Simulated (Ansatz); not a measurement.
`CC(F)[SiH2][SiH3]` + H₂ → `CC(F)[SiH3]` + SiH₄  (hydrogenolysis of the Si–Si bond)

Gas-phase electronic energies from Ansatz, PBE0-D4/def2-TZVP geometries. CBS: MP2 limit from def2 TZ/QZ plus the TZ coupled-cluster correction, frozen cores. This one scheme is used for every species. Functionals use def2-TZVPP. One conformer a species, not always the lowest.

`CC(F)[SiH2][SiH3]`:

Z-matrix (Å, degrees):
```
C
C 1 1.509
H 1 1.093 2 110.6
H 1 1.093 2 110.1 3 119.5
H 1 1.092 2 111.1 3 -120.6
F 2 1.403 1 108.9 3 57.7
Si 2 1.909 1 114.5 3 178.5
H 2 1.097 1 109.9 3 -58.4
Si 7 2.339 2 110.4 1 -171.2
H 7 1.491 2 107.9 1 68.1
H 7 1.489 2 108.9 1 -49.2
H 9 1.486 7 110.7 2 66.4
H 9 1.488 7 110.1 2 -173.2
H 9 1.489 7 109.7 2 -53.9
```

H₂:

Z-matrix (Å, degrees):
```
H
H 1 0.746
```

`CC(F)[SiH3]`:

Cartesian coordinates in Å:
```
C 1.309 0.465 -0.301
C -0.156 0.667 0.003
F -0.764 1.304 -1.088
Si -1.113 -0.940 0.343
H 1.446 -0.201 -1.156
H 1.789 1.420 -0.527
H 1.815 0.023 0.561
H -0.267 1.346 0.858
H -0.538 -1.592 1.551
H -0.973 -1.852 -0.822
H -2.547 -0.639 0.580
```

SiH₄:

Cartesian coordinates in Å:
```
Si 0.000 0.000 0.000
H -0.572 -0.771 -1.132
H -0.843 1.194 0.262
H 1.378 0.433 -0.342
H 0.037 -0.856 1.213
```

| level | ΔE (kJ/mol) | difference from CCSD(T)/CBS |
| --- | --- | --- |
| PBE-D4 | -3.1 | 14.3 |
| ωB97X-V | -19.4 | -2.0 |
| B2PLYP | -26.2 | -8.8 |
| SCS-MP2/def2-TZVPP | -27.8 | -10.4 |
| CCSD/def2-TZVPP | -26.0 | -8.6 |
| CCSD(T)/def2-TZVPP | -20.6 | -3.2 |
| HF/def2-QZVPP | -50.7 | -33.3 |
| MP2/def2-QZVPP | -18.7 | -1.3 |
| SCS-MP2/def2-QZVPP | -26.1 | -8.7 |
| MP2/CBS(def2) | -17.1 | 0.3 |
| CCSD(T)/CBS | -17.4 | 0 |

Largest T1 diagnostic among the species: 0.012.

The D4 term adds +10.5 kJ/mol with B3LYP and +6.0 kJ/mol with PBE0; it sums over pairs of atoms, weighted by their polarisabilities, and B3LYP, whose exchange is more repulsive, gets the larger term. In def2-TZVPP, CCSD(T) changes the Hartree–Fock value by +29.5 kJ/mol (the triples alone add +5.3 kJ/mol) and MP2 by +29.8 kJ/mol.

B3LYP here is the variant with VWN-RPA as its local correlation; programs differ in this.
